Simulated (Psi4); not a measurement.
trimethyl amine (C₃H₉N), singlet, at a GFN2-xTB geometry; PBE0/3-21G (Psi4 1.11).

Input for Psi4:
```
memory 2 GB

molecule mol {
0 1
N    -0.002618    0.000139    0.374017
C    -0.001522    1.379708   -0.063000
C     1.196270   -0.688189   -0.053850
C    -1.193436   -0.691589   -0.070576
H     0.006020    1.479589   -1.160829
H     0.879371    1.880142    0.336681
H    -0.889343    1.877626    0.324302
H     1.290874   -0.738616   -1.151014
H     1.184940   -1.703467    0.340147
H     2.067122   -0.170420    0.345754
H    -1.272530   -0.742262   -1.168955
H    -2.071266   -0.176308    0.316790
H    -1.184734   -1.706838    0.323562
}

set {
  basis 3-21g
  reference rks
  scf_type direct
}

energy('pbe0')
print_variables()
```

Output, abridged:

```
   => Loading Basis Set <=

    Name: 3-21G
    Role: ORBITAL
    Keyword: BASIS

         ---------------------------------------------------------
                                   SCF
               by Justin Turney, Rob Parrish, Andy Simmonett
                          and Daniel G. A. Smith
                              RKS Reference
         ---------------------------------------------------------

  ==> Geometry <==

    Molecular point group: c1
    Full point group: C1

    Geometry (in Angstrom), charge = 0, multiplicity = 1:

       Center              X                  Y                   Z               Mass
    ------------   -----------------  -----------------  -----------------  -----------------
         N           -0.002442282547     0.000129721860     0.348912230910    14.003074004430
         C           -0.001346282547     1.379698721860    -0.088104769090    12.000000000000
         C            1.196445717453    -0.688198278140    -0.078954769090    12.000000000000
         C           -1.193260282547    -0.691598278140    -0.095680769090    12.000000000000
         H            0.006195717453     1.479579721860    -1.185933769090     1.007825032230
         H            0.879546717453     1.880132721860     0.311576230910     1.007825032230
         H           -0.889167282547     1.877616721860     0.299197230910     1.007825032230
         H            1.291049717453    -0.738625278140    -1.176118769090     1.007825032230
         H            1.185115717453    -1.703476278140     0.315042230910     1.007825032230
         H            2.067297717453    -0.170429278140     0.320649230910     1.007825032230
         H           -1.272354282547    -0.742271278140    -1.194059769090     1.007825032230
         H           -2.071090282547    -0.176317278140     0.291685230910     1.007825032230
         H           -1.184558282547    -1.706847278140     0.298457230910     1.007825032230

  Running in c1 symmetry.

  Rotational constants: A =      0.29363  B =      0.29363  C =      0.16653 [cm^-1]
  Rotational constants: A =   8802.93985  B =   8802.93781  C =   4992.46442 [MHz]
  Nuclear repulsion =  139.207646164401581

  Charge       = 0
  Multiplicity = 1
  Electrons    = 34
  Nalpha       = 17
  Nbeta        = 17

  ==> Algorithm <==

  SCF Algorithm Type is DIRECT.
  DIIS enabled.
  MOM disabled.
  Fractional occupation disabled.
  Guess Type is SAD.
  Energy threshold   = 1.00e-06
  Density threshold  = 1.00e-06
  Integral threshold = 1.00e-12

  ==> Primary Basis <==

  Basis Set: 3-21G
    Blend: 3-21G
    Number of shells: 38
    Number of basis functions: 54
    Number of Cartesian functions: 54
    Spherical Harmonics?: false
    Max angular momentum: 1

  ==> DFT Potential <==

   => LibXC <=

    Version 7.1.2
    S. Lehtola, C. Steigemann, M. J. T. Oliveira, and M. A. L. Marques,  SoftwareX 7, 1–5 (2018) (10.1016/j.softx.2017.11.002)

   => Composite Functional: PBE0 <=

    PBE0 Hyb-GGA Exchange-Correlation Functional

    C. Adamo and V. Barone,  J. Chem. Phys. 110, 6158 (1999) (10.1063/1.478522)
    M. Ernzerhof and G. E. Scuseria,  J. Chem. Phys. 110, 5029 (1999) (10.1063/1.478401)

    Deriv               =              1
    GGA                 =           TRUE
    Meta                =          FALSE

    Exchange Hybrid     =           TRUE
    MP2 Hybrid          =          FALSE

   => Exchange Functionals <=

    0.7500   Perdew, Burke & Ernzerhof

   => Exact (HF) Exchange <=

    0.2500               HF

   => Correlation Functionals <=

    1.0000   Perdew, Burke & Ernzerhof

   => LibXC Density Thresholds  <==

    XC_HYB_GGA_XC_PBEH:  1.00E-15

   => Molecular Quadrature <=

    Radial Scheme          =       TREUTLER
    Pruning Scheme         =           NONE
    Nuclear Scheme         =       TREUTLER

    Blocking Scheme        =         OCTREE
    BS radius alpha        =              1
    Pruning alpha          =              1
    Radial Points          =             75
    Spherical Points       =            302
    Total Points           =         275477
    Total Blocks           =           2074
    Max Points             =            256
    Max Functions          =             53
    Weights Tolerance      =       1.00E-15

   => Loading Basis Set <=

    Name: (3-21G AUX)
    Role: JKFIT
    Keyword: DF_BASIS_SCF

  Starting with a DF guess...

  ==> Integral Setup <==

  SCF_SUBTYPE=INCORE selected. In-core MEM_DF algorithm will be used.
  Using in-core AOs.

  ==> MemDFJK: Density-Fitted J/K Matrices <==

    J tasked:                   Yes
    K tasked:                   Yes
    wK tasked:                   No
    Algorithm:                 Core
    Schwarz Cutoff:           1E-12
    Mask sparsity (%):       0.6173
    Fitting Condition:        1E-10

   => Auxiliary Basis Set <=

  Basis Set: (3-21G AUX)
    Blend: DEF2-UNIVERSAL-JKFIT
    Number of shells: 154
    Number of basis functions: 540
    Number of Cartesian functions: 540
    Spherical Harmonics?: false
    Max angular momentum: 4

  Minimum eigenvalue in the overlap matrix is 2.4948260859E-02.
  Reciprocal condition number of the overlap matrix is 5.4155042892E-03.
    Using symmetric orthogonalization.

  ==> Pre-Iterations <==

  SCF Guess: Superposition of Atomic Densities via on-the-fly atomic UHF (no occupation information).

   -------------------------
    Irrep   Nso     Nmo
   -------------------------
     A         54      54
   -------------------------
    Total      54      54
   -------------------------

  ==> Iterations <==

                           Total Energy        Delta E     RMS |[F,P]|

   @DF-RKS iter SAD:  -172.74389801343102   -1.72744e+02   0.00000e+00
   @DF-RKS iter   1:  -173.11662968264594   -3.72732e-01   1.10840e-02 DIIS/ADIIS
   @DF-RKS iter   2:  -173.09633569771398    2.02940e-02   1.14983e-02 DIIS/ADIIS
   @DF-RKS iter   3:  -173.30143006822698   -2.05094e-01   1.29372e-03 DIIS/ADIIS
   @DF-RKS iter   4:  -173.30334360702068   -1.91354e-03   3.53421e-04 DIIS/ADIIS
   @DF-RKS iter   5:  -173.30349627524234   -1.52668e-04   2.25066e-05 DIIS
   @DF-RKS iter   6:  -173.30349713190560   -8.56663e-07   2.15542e-06 DIIS
   @DF-RKS iter   7:  -173.30349713998959   -8.08399e-09   4.12389e-07 DIIS

  DF guess converged.

  ==> DirectJK: Integral-Direct J/K Matrices <==

    J tasked:                  Yes
    K tasked:                  Yes
    wK tasked:                  No
    Integrals threads:           1
    Screening Type:           CSAM
    Screening Cutoff:        1E-12
    Incremental Fock:           No

   @RKS iter   8:  -173.30340266900640   -1.73303e+02   9.38188e-07 DIIS
   @RKS iter   9:  -173.30340267032255   -1.31615e-09   9.84960e-08 DIIS
  Energy and wave function converged.

  ==> Post-Iterations <==

   Electrons on quadrature grid:
      Ntotal   =   34.0000773968 ; deviation = 7.740e-05

    Orbital Energies [Eh]
    ---------------------

    Doubly Occupied:

       1A    -14.304517     2A    -10.178602     3A    -10.178600
       4A    -10.177885     5A     -0.953553     6A     -0.724204
       7A     -0.724202     8A     -0.603523     9A     -0.479564
      10A     -0.479561    11A     -0.476642    12A     -0.401019
      13A     -0.401018    14A     -0.375718    15A     -0.366586
      16A     -0.366585    17A     -0.203942

    Virtual:

      18A      0.116147    19A      0.176282    20A      0.176285
      21A      0.197351    22A      0.199900    23A      0.199903
      24A      0.213973    25A      0.225299    26A      0.225303
      27A      0.262377    28A      0.299690    29A      0.299693
      30A      0.684386    31A      0.684398    32A      0.713897
      33A      0.767858    34A      0.767859    35A      0.771106
      36A      0.902281    37A      0.902288    38A      1.008692
      39A      1.022508    40A      1.034265    41A      1.034266
      42A      1.071833    43A      1.120612    44A      1.120614
      45A      1.130533    46A      1.197755    47A      1.197761
      48A      1.345153    49A      1.553342    50A      1.553343
      51A      1.581472    52A      1.996647    53A      1.996654
      54A      2.763218

    Final Occupation by Irrep:
              A
    DOCC [    17 ]
    NA   [    17 ]
    NB   [    17 ]

  @RKS Final Energy:  -173.30340267032255

   => Energetics <=

    Nuclear Repulsion Energy =            139.2076461644015808
    One-Electron Energy =                -507.9789611150133624
    Two-Electron Energy =                 215.4302919590786018
    DFT Exchange-Correlation Energy =     -19.9623796787893646
    Empirical Dispersion Energy =           0.0000000000000000
    VV10 Nonlocal Energy =                  0.0000000000000000
    Total Energy =                       -173.3034026703225550

Computation Completed

Properties will be evaluated at   0.000000,   0.000000,   0.000000 [a0]

Properties computed using the SCF density matrix

 Multipole Moments:

 ------------------------------------------------------------------------------------
     Multipole            Electronic (a.u.)      Nuclear  (a.u.)        Total (a.u.)
 ------------------------------------------------------------------------------------

 L = 1.  Multiply by 2.5417464519 to convert [e a0] to [Debye]
 Dipole X            :         -0.0092445            0.0112900            0.0020455
 Dipole Y            :          0.0005005           -0.0005980           -0.0000975
 Dipole Z            :          1.3194345           -1.6129968           -0.2935623
 Magnitude           :                                                    0.2935694

 ------------------------------------------------------------------------------------

  Variable Map:
  ----------------------------------------------------------------------------
  "CURRENT ENERGY"              =>    -173.303402670323
  "CURRENT REFERENCE ENERGY"    =>    -173.303402670323
  "DD SOLVATION ENERGY"         =>       0.000000000000
  "DFT FUNCTIONAL TOTAL ENERGY" =>    -173.303402670323
  "DFT TOTAL ENERGY"            =>    -173.303402670323
  "DFT VV10 ENERGY"             =>       0.000000000000
  "DFT XC ENERGY"               =>     -19.962379678789
  "GRID ELECTRONS ALPHA"        =>      17.000038698375
  "GRID ELECTRONS BETA"         =>      17.000038698375
  "GRID ELECTRONS TOTAL"        =>      34.000077396750
  "NUCLEAR REPULSION ENERGY"    =>     139.207646164402
  "ONE-ELECTRON ENERGY"         =>    -507.978961115013
  "PCM POLARIZATION ENERGY"     =>       0.000000000000
  "PE ENERGY"                   =>       0.000000000000
  "SCF ITERATION ENERGY"        =>    -173.303402670323
  "SCF ITERATIONS"              =>       9.000000000000
  "SCF TOTAL ENERGY"            =>    -173.303402670323
  "TWO-ELECTRON ENERGY"         =>     215.430291959079
  "XC GRID RADIAL POINTS"       =>      75.000000000000
  "XC GRID SPHERICAL POINTS"    =>     302.000000000000
  "XC GRID TOTAL POINTS"        =>  275477.000000000000

  Array Variable Map:
  ----------------------------------------------------------------------------
  "CURRENT DIPOLE"              =>       0.002045484902 ... -0.293562294113 1 by 3
  "SCF DIPOLE"                  =>       0.002045484902 ... -0.293562294113 1 by 3
  "SCF TOTAL ENERGIES"          =>    -173.303402669006 ... -173.303402670323 1 by 2
```
